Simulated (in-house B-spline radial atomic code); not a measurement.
# How G0W0 and RPA depend on the start: neutral nitrogen

Configuration [He] 2s2 2p3, highest spin. Computed with a B-spline radial code for spherical atoms: all electrons, scalar-relativistic (spin-free one-electron X2C), finite nucleus, each spin shell either full or empty, empty states to l = 9 with an (l + 1/2)⁻⁴ tail; G0W0 by contour deformation at full frequency.

| start | mean-field 2p up (eV) | G0W0 (eV) | QP weight | RPA correlation (Eh) |
| --- | --- | --- | --- | --- |
| Hartree-Fock | -15.528 | -15.020 | 0.942 | -0.27488 |
| LDA VWN5 | -8.398 | -13.669 | 0.769 | -0.3407 |
| PBE | -8.298 | -13.524 | 0.757 | -0.34038 |
| PBE0 | -10.210 | -14.199 | 0.861 | -0.31948 |
| r2SCAN | -8.890 | -13.894 | 0.825 | -0.32809 |
| HSE06 | -9.793 | -14.067 | 0.845 | -0.32308 |
| B3LYP (VWN-RPA) | -9.771 | -14.044 | 0.845 | -0.3239 |
| SCAN | -8.900 | -13.864 | 0.826 | -0.32774 |
| TPSS | -8.464 | -13.608 | 0.778 | -0.33397 |
| BHandHLYP | -11.925 | ? | ? | ? |
| CAM-B3LYP | -11.667 | -14.528 | 0.896 | -0.30902 |
| LC-wPBE | -13.244 | ? | ? | ? |
| wB97X | -12.690 | -14.784 | 0.916 | -0.2993 |
| PBEsol | -8.255 | -13.593 | 0.757 | -0.34011 |
| BLYP | -8.076 | -13.407 | 0.745 | -0.34107 |
| r2SCAN0 | -10.656 | -14.333 | 0.882 | -0.31243 |
| LDA exchange-only | -7.513 | -13.475 | 0.689 | -0.34063 |

(1) What G0W0 level, weight and RPA correlation energy follow from the LC-wPBE start?

(2) What G0W0 level, weight and RPA correlation energy follow from the BHandHLYP start?

(3) How much of the dependence on the start does G0W0 remove?

Answers

(1) G0W0 level -14.798 eV, weight 0.920, RPA correlation -0.30041 hartree.

(2) G0W0 level -14.511 eV, weight 0.902, RPA correlation -0.30288 hartree.

(3) The mean-field levels span 8.02 eV and the G0W0 levels 1.61 eV. Against 14.534 eV (NIST, measured) the G0W0 removal energies are off by -1.13 to +0.49 eV.
